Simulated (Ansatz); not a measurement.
A structure relaxed at PBE0-D4/def2-TZVP, charge 0, multiplicity 1:

Cartesian coordinates in Å:
```
O -0.535 0.995 -0.993
Ti -0.074 -0.253 0.150
O 1.563 0.035 0.739
I -1.739 -0.233 2.111
I -0.203 -2.538 -1.026
H -1.246 1.294 -1.561
H 2.235 0.700 0.579
```

Question: Give its formula and SMILES.

Answer: H2I2O2Ti, `[OH][Ti]([OH])([I])[I]`.

Question: Point group (tolerance 0.08 Å, 0.16 Å for H)?

Answer: Cs.

Question: Summarise the bond lengths by kind.

Answer: 2 × O–Ti 1.754 to 1.764 Å; 2 × H–O 0.958 to 0.959 Å; 2 × I–Ti 2.573 Å.

Results of the Gaussian-basis code of Ansatz.
